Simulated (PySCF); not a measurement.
## Te²⁺ (tellurium, charge +2): r2SCANh calculation

Configuration: [Kr] 4d10 5s2 5p1 5d1, one real determinant (an excited configuration). Calculation: PySCF 2.14, in aug-cc-pVQZ-PP with ECP28MDF; scalar relativity through the core potential.

```json
{
 "Total energy": "-266.5969 hartree",
 "One-electron energy": "-447.8433 hartree",
 "Hartree (Coulomb) energy": "201.3962 hartree",
 "Exchange-correlation energy": "-20.1499 hartree",
 "⟨S²⟩": "2.0026",
 "⟨L²⟩": "8.016",
 "Sum of ⟨r⟩": "25.87 bohr",
 "Sum of ⟨r²⟩": "44.12 bohr²",
 "Traceless quadrupole moment −½Σ⟨3z² − r²⟩ along its main axis": "1.43 e·bohr²"
}
```

```tsv
shell	electrons	mean orbital energy (eV)	spread (eV)	rms radius, mean of both spins (bohr)
4s α	1	-194.29	0	0.819
4s β	1	-194.13	0	0.819
4p α	3	-142.91	0.379	0.881
4p β	3	-142.76	0.522	0.881
4d α	5	-65.742	0.396	1.04
4d β	5	-65.534	0.634	1.04
5s α	1	-36.181	0	2.07
5s β	1	-34.636	0	2.07
5p α	1	-25.473	0	2.43
5d α	1	-12.826	0	3.58
```

⟨L²⟩ = 8.02 against 12 for a pure F term, so this real determinant mixes terms. Energies and moments cover only the electrons outside the core potential. The outer electron is Rydberg-like, and this basis confines it to a smaller radius and binds it less than a complete one would.
